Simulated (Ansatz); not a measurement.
Ansatz (a quantum-chemistry and plane-wave program) job for HMoO3, SMILES [O]=[Mo](=[O])[OH] (connectivity only; charge and spin as stated), neutral, multiplicity 2, B3LYP-D3(BJ)/def2-SVP. 

Ansatz 0.2 input:
```yaml
crystal:
  periodic: [false, false, false]
  atoms:
    - {symbol: Mo, position_ang: [0.00000000, -0.00000000, 0.03719719]}
    - {symbol: O, position_ang: [-0.00000000, 1.38353405, 0.91184606]}
    - {symbol: O, position_ang: [-0.00000000, -1.38353405, 0.91184604]}
    - {symbol: O, position_ang: [-0.00000000, 0.00000001, -1.68754438]}
    - {symbol: H, position_ang: [-0.00000000, 0.00000001, -2.65146394]}
basis:
  gaussian:
    orbitals: def2-SVP
hamiltonian:
  xc: b3lyp
  dispersion: d3bj
magnetization: {spin_polarized: true, initial_magnetization: 1}
relax: {f_tol: 0.002, max_steps: 200}
```

Program output:

```
WARN ansatz: RAYON_NUM_THREADS=1 ignored (pool sized by the plan → 1); use --threads N
Functional definition: B3LYP
integrals: 0.03 GiB planned
840 factors; integrals over basis functions are off by at most 2.6e-4 eV
mean field: 0.40 GiB planned
mean field evaluation 1: about -7994.0553 eV, gradient 6.8e1 eV
mean field evaluation 2: about -7813.6741 eV, gradient 2.0e2 eV
mean field evaluation 4: about -8009.4366 eV, gradient 1.6e1 eV
mean field evaluation 8: about -8010.4329 eV, gradient 2.1e-1 eV
mean field evaluation 16: about -8010.4334 eV, gradient 2.7e-4 eV
mean field -8010.43336340 eV, -294.3779964383 hartree, gradient 2.8e-5 eV, S^2 0.753700; 0 other end points of the search recorded, 0 dependent functions left out
the calculation of the forces begins
reference -8010.43362296 eV, -294.3780059768 hartree; 20, 19 occupied and 58, 59 virtual orbitals, 840 factors
relax step   1: F+E_penalty+E_count = -8010.60739488 eV  Δ(F+E_penalty+E_count) = +0.000e0 eV  max|allowed force component| = 6.227e0 eV/Å  Δτ_max = 0.0000 Å  (36 SCF iters, accepted)
these checks for a lower state are left out or cut short: starts, cluster_reference, orbital_swaps, neighbouring_geometries, increment
integrals: 0.03 GiB planned
840 factors; integrals over basis functions are off by at most 2.1e-4 eV
mean field: 0.39 GiB planned
mean field -8011.03996558 eV, -294.4002886570 hartree, gradient 1.7e-5 eV, S^2 0.755841; 0 other end points of the search recorded, 0 dependent functions left out
the calculation of the forces begins
reference -8011.04022709 eV, -294.4002982675 hartree; 20, 19 occupied and 58, 59 virtual orbitals, 840 factors
relax step   2: F+E_penalty+E_count = -8011.21034097 eV  Δ(F+E_penalty+E_count) = -6.029e-1 eV  max|allowed force component| = 9.433e-1 eV/Å  Δτ_max = 0.0798 Å  (41 SCF iters, accepted)
these checks for a lower state are left out or cut short: starts, cluster_reference, orbital_swaps, neighbouring_geometries, increment
integrals: 0.03 GiB planned
840 factors; integrals over basis functions are off by at most 2.1e-4 eV
mean field: 0.39 GiB planned
mean field evaluation 32: about -8011.0539 eV, gradient 1.4e-1 eV
mean field -8011.05397322 eV, -294.4008034285 hartree, gradient 1.3e-5 eV, S^2 0.756113; 0 other end points of the search recorded, 0 dependent functions left out
the calculation of the forces begins
reference -8011.05423476 eV, -294.4008130399 hartree; 20, 19 occupied and 58, 59 virtual orbitals, 840 factors
relax step   3: F+E_penalty+E_count = -8011.22378025 eV  Δ(F+E_penalty+E_count) = -1.344e-2 eV  max|allowed force component| = 1.697e-1 eV/Å  Δτ_max = 0.0190 Å  (43 SCF iters, accepted)
these checks for a lower state are left out or cut short: starts, cluster_reference, orbital_swaps, neighbouring_geometries, increment
integrals: 0.03 GiB planned
840 factors; integrals over basis functions are off by at most 2.1e-4 eV
mean field: 0.39 GiB planned
mean field -8011.05499191 eV, -294.4008408645 hartree, gradient 1.9e-5 eV, S^2 0.756096; 0 other end points of the search recorded, 0 dependent functions left out
the calculation of the forces begins
reference -8011.05525335 eV, -294.4008504722 hartree; 20, 19 occupied and 58, 59 virtual orbitals, 840 factors
relax step   4: F+E_penalty+E_count = -8011.22469660 eV  Δ(F+E_penalty+E_count) = -9.163e-4 eV  max|allowed force component| = 3.112e-2 eV/Å  Δτ_max = 0.0078 Å  (42 SCF iters, accepted)
these checks for a lower state are left out or cut short: starts, cluster_reference, orbital_swaps, neighbouring_geometries, increment
integrals: 0.03 GiB planned
840 factors; integrals over basis functions are off by at most 2.1e-4 eV
mean field: 0.39 GiB planned
mean field -8011.05501681 eV, -294.4008417797 hartree, gradient 1.5e-5 eV, S^2 0.756070; 0 other end points of the search recorded, 0 dependent functions left out
the calculation of the forces begins
reference -8011.05527821 eV, -294.4008513860 hartree; 20, 19 occupied and 58, 59 virtual orbitals, 840 factors
relax step   5: F+E_penalty+E_count = -8011.22473132 eV  Δ(F+E_penalty+E_count) = -3.472e-5 eV  max|allowed force component| = 3.028e-3 eV/Å  Δτ_max = 0.0017 Å  (33 SCF iters, accepted)
these checks for a lower state are left out or cut short: starts, cluster_reference, orbital_swaps, neighbouring_geometries, increment
integrals: 0.03 GiB planned
840 factors; integrals over basis functions are off by at most 2.1e-4 eV
mean field: 0.39 GiB planned
mean field -8011.05501747 eV, -294.4008418038 hartree, gradient 1.1e-5 eV, S^2 0.756069; 0 other end points of the search recorded, 0 dependent functions left out
the calculation of the forces begins
reference -8011.05527887 eV, -294.4008514101 hartree; 20, 19 occupied and 58, 59 virtual orbitals, 840 factors
relax step   6: F+E_penalty+E_count = -8011.22473137 eV  Δ(F+E_penalty+E_count) = -4.559e-8 eV  max|allowed force component| = 1.695e-3 eV/Å  Δτ_max = 0.0001 Å  (28 SCF iters, accepted)
integrals: 0.03 GiB planned
840 factors; integrals over basis functions are off by at most 2.1e-4 eV
mean field: 0.39 GiB planned
mean field evaluation 64: about -8010.8127 eV, gradient 6.5e0 eV
mean field -8011.05501747 eV, -294.4008418038 hartree, gradient 1.1e-5 eV, S^2 0.756069; 1 other end points of the search recorded, 0 dependent functions left out
the calculation of the forces begins
reference -8011.05527887 eV, -294.4008514101 hartree; 20, 19 occupied and 58, 59 virtual orbitals, 840 factors
Total energy: -8011.22499277 eV, -294.4070882809 hartree
Atom 0 at     0.000000    -0.000000     0.068055 Å, force    -0.000000     0.000000    -0.001695 eV/Å
Atom 1 at    -0.000000     1.415095     1.000409 Å, force     0.000000     0.000461     0.000599 eV/Å
Atom 2 at    -0.000000    -1.415095     1.000409 Å, force     0.000000    -0.000461     0.000599 eV/Å
Atom 3 at     0.000000     0.000000    -1.792739 Å, force     0.000000     0.000000     0.000335 eV/Å
Atom 4 at    -0.000000     0.000000    -2.754252 Å, force    -0.000000     0.000000     0.000162 eV/Å
Dipole moment:     0.000000    -0.000000    -0.869846 e Å
```

The calculation finished and met its thresholds.
